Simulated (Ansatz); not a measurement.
Program: Ansatz. Geometries: PBE0-D4/def2-TZVP. ΔE: electronic, gas phase. CBS: MP2 limit from def2 TZ/QZ plus the TZ coupled-cluster correction, frozen cores. DFT in def2-TZVPP. B3LYP here is the variant with VWN-RPA as its local correlation; programs differ in this. One conformer a species, not always the lowest.

`CC[SiH](O)P` → `CC[SiH2]PO`  (isomerisation)

`CC[SiH](O)P`:

```xyz
14

C    -1.581   -0.058   -0.547
C    -0.766    0.647    0.532
Si    0.938   -0.070    0.830
O     0.852   -1.653    1.296
P     2.325    0.110   -0.951
H    -2.570    0.391   -0.663
H    -1.734   -1.114   -0.304
H    -1.085   -0.012   -1.520
H    -0.645    1.710    0.291
H    -1.295    0.611    1.492
H     1.586    0.640    1.964
H     0.641   -2.310    0.631
H     1.978    1.472   -1.170
H     1.357   -0.364   -1.881
```

`CC[SiH2]PO`:

Z-matrix (Å, degrees):
```
C
C 1 1.524
H 1 1.093 2 111.6
H 1 1.093 2 111.3 3 120.1
H 1 1.092 2 111.1 3 -120.1
Si 2 1.878 1 114.3 3 57.3
H 2 1.095 1 110.4 3 178.4
H 2 1.096 1 110.8 3 -64.2
P 6 2.262 2 112.8 1 57.8
H 6 1.492 2 111.7 1 -60.4
H 6 1.489 2 110.2 1 179.0
O 9 1.672 6 98.0 2 38.0
H 9 1.428 6 92.9 2 -61.9
H 12 0.960 9 109.1 6 147.4
```

```tsv
level	ΔE (kcal/mol)	difference from CCSD(T)/CBS
PBE-D4	26.1	-2.2
r2SCAN-D4	28.3	0.0
PBE0-D4	27.2	-1.1
B3LYP-D4	26.9	-1.4
ωB97X-V	26.9	-1.4
ωB97M-V	27.5	-0.8
B2PLYP	27.8	-0.5
PBE	26.0	-2.3
r2SCAN	28.2	-0.1
PBE0	27.1	-1.2
B3LYP	26.8	-1.5
HF/def2-TZVPP	27.9	-0.4
MP2/def2-TZVPP	29.5	1.2
SCS-MP2/def2-TZVPP	28.5	0.2
CCSD/def2-TZVPP	28.6	0.3
CCSD(T)/def2-TZVPP	28.5	0.2
HF/def2-QZVPP	27.9	-0.4
MP2/def2-QZVPP	29.4	1.1
SCS-MP2/def2-QZVPP	28.4	0.1
HF/CBS(def2)	27.9	-0.4
MP2/CBS(def2)	29.3	1.0
CCSD/CBS(def2)	28.4	0.1
CCSD(T)/CBS	28.3	0
```

Largest T1 diagnostic among the species: 0.012.

From PBE to PBE0 (25 % exact exchange), in def2-TZVPP and without D4, ΔE moves by +1.1 kcal/mol.
